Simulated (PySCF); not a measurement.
## Electron correlation in Rh⁺ (rhodium, charge +1)

[Kr] 4d8, high-spin 3F determinant. All numbers are calculated (PySCF 2.14, scalar relativity by spin-free X2C-1e, in x2c-TZVPPall with one added diffuse shell each of s, p, d, f type (9s7p7d3f1g, 95 functions)). Frozen: [Kr]; 8 electrons correlated.

```
  level  correlation energy (mhartree)
   CCSD                        -212.96
    (T)                          -7.07
CCSD(T)                        -220.03
```

Diagnostics: T1 = 0.0034, D1 = 0.0050, largest double amplitude 0.018.

Q: Is a single reference adequate?

A: Yes, within this model without spin-orbit coupling: T1 lies below 0.03 and no double amplitude reaches 0.07.
